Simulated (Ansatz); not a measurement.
Cost and result for the atomization energy of `[SiH3][Al]([Cl])[SnH3]` (10 atoms, 9 bonds).

```xyz
10

Si    1.3564    1.5710    0.9985
Al    0.6684   -0.5839    0.0502
Cl    2.0911   -2.1398    0.0531
Sn   -1.7082   -1.1587   -0.9899
H     1.2326    2.6379   -0.0358
H     0.4493    1.9385    2.1233
H     2.7561    1.5599    1.5026
H    -2.0672   -0.1340   -2.3130
H    -1.8207   -2.7699   -1.5443
H    -2.9578   -0.9209    0.1552
```

Total charge 0; spin multiplicity 1. Correlated methods include outer-core shells of Sn, which these sets cover unevenly. Sn takes the def2 core potential. Geometry: relaxed with PBE0-D4/def2-TZVP. Program: Ansatz. All runs use 4 threads of a server CPU on a shared host. Times are those of one run each, without the atoms' runs, and a repeat can differ threefold. Electronic energies, without spin–orbit coupling; frozen cores. CCSD(T)/CBS adds CCSD(T) − MP2 in def2-TZVPP to the MP2 limit, and its time is that of the two runs behind it. T1 = 0.013. With those shells the extrapolation isn't a true limit. B3LYP takes the VWN-RPA correlation (the form of Gaussian; ORCA's B3LYP/G). HSE06 is the plane-wave form, built on full-range PBE exchange.

CCSD(T)/CBS is a level of theory with its own doubt, some kJ/mol a heavy atom from the limit and from the frozen cores, so smaller differences don't rank the functionals.

```csv
level,functions,atomization (kcal/mol),difference from CCSD(T)/CBS,per bond
revPBE-D4/def2-TZVPP,260,598.9,-25.0,-2.8
HSE06-D4/def2-TZVPP,260,610.2,-13.7,-1.5
CAM-B3LYP-D4/def2-TZVPP,260,616.9,-7.0,-0.8
PBE-QIDH/def2-TZVPP,260,610.7,-13.2,-1.5
CCSD(T)/def2-TZVPP,260,607.0,-16.9,-1.9
r2SCANh-D4/def2-TZVPP,260,618.5,-5.4,-0.6
PBE0-D4/def2-TZVPP,260,610.3,-13.6,-1.5
B97M-V/def2-TZVPP,260,632.4,8.5,0.9
B3LYP-D4/def2-TZVPP (with forces),260,613.6,-10.3,-1.2
CCSD(T)/CBS(def2),–,623.9,0.0,0.0
MP2/def2-QZVPP,472,607.4,-16.5,-1.8
PBE-D4/def2-TZVPP (with forces),260,609.7,-14.2,-1.6
CCSD(T)/def2-SVP,110,576.0,-47.9,-5.3
```

Problem. Order the runs by time, with rough figures. (Best estimate.)

Solution. Computed: revPBE-D4/def2-TZVPP 2.2 s; PBE-D4/def2-TZVPP (with forces) 2.7 s; PBE0-D4/def2-TZVPP 3.6 s; HSE06-D4/def2-TZVPP 4 s; CAM-B3LYP-D4/def2-TZVPP 4.1 s; CCSD(T)/def2-SVP 4.8 s; PBE-QIDH/def2-TZVPP 6 s; B3LYP-D4/def2-TZVPP (with forces) 6 s; r2SCANh-D4/def2-TZVPP 6.5 s; B97M-V/def2-TZVPP 9.5 s; MP2/def2-QZVPP 19 s; CCSD(T)/def2-TZVPP 2.9 min; CCSD(T)/CBS(def2) 3.2 min.

From r2SCAN to r2SCAN0 (25 % exact exchange), in def2-TZVPP and without D4, the atomization energy moves by −4.7 kcal/mol: exact exchange takes away binding that semilocal exchange gives to molecules. At CCSD(T), def2-SVP lies −47.9 kcal/mol from the extrapolated value and def2-TZVPP −17.0 kcal/mol: correlation converges slowly with the basis, and small sets miss more of it in the bonded molecule than in its fragments. The D4 term adds +9.1 kcal/mol with B3LYP and +4.9 kcal/mol with PBE0; it sums over pairs of atoms, weighted by their polarisabilities, and B3LYP, whose exchange is more repulsive, gets the larger term.

Spin–orbit coupling would lower the free Sn atoms strongly, and the atomization energy with them, by more than many differences here. For some Ge, Se and Sn compounds the MP2-based and the directly extrapolated limit differ by 10 to 25 kJ/mol.
